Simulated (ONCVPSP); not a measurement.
**Plane-wave convergence, ONCV potential for tin**

Sn, optimised norm-conserving Vanderbilt (ONCV), made with ONCVPSP 4.0.1 (LDA (Perdew-Zunger), scalar-relativistic). Core [Kr], reference 4d10 5s1 5p3. Waves: 5s: rc 2.00 bohr, ncon 4, nbas 7, qcut 3.3 1/bohr, 3 projectors, debl 1.4 Ha; 5p: rc 2.75 bohr, ncon 5, nbas 8, qcut 3 1/bohr, 2 projectors, debl 3.4 Ha; 4d: rc 1.05 bohr, ncon 5, nbas 8, qcut 8.2 1/bohr, 1 projector. Local part: polynomial inside 0.65 bohr (lpopt 4, dvloc0 0 Ha). Core correction: Teter function, fcfact 5.5, rcfact 1.15.

For each optimised wave give the share of its norm inside rc, the residual kinetic energy above qcut (Ha) and the cutoffs (Ha) for errors of 10, 1, 0.1 and 0.01 mHa per electron.

| wave | norm inside rc | residual KE | 10 mHa | 1 mHa | 0.1 mHa | 0.01 mHa |
| --- | --- | --- | --- | --- | --- | --- |
| 5s | 0.374 | 2.7e-03 | 4.3 | 8.7 | 24.0 | 29.4 |
| s projector 2 | 0.213 | 9.5e-03 | 5.5 | 18.6 | 40.7 | 48.0 |
| s projector 3 | 0.113 | 5.1e-02 | 8.9 | 22.5 | 41.4 | 50.9 |
| 5p | 0.443 | 1.4e-03 | 1.4 | 5.2 | 20.6 | 25.2 |
| p projector 2 | 0.190 | 9.0e-02 | 10.0 | 26.0 | 31.6 | 34.9 |
| 4d | 0.522 | 1.5e-02 | 35.4 | 86.8 | 179.2 | 206.7 |

The occupied waves need 87 Ha and 179 Ha for 1 and 0.1 mHa. Note: ghosts flagged at negative energy: s at -132.6 eV, p at -149.7 eV; GHOST(+) flagged for s at 115.2 eV. A true bound ghost makes a file unfit for plane-wave use.
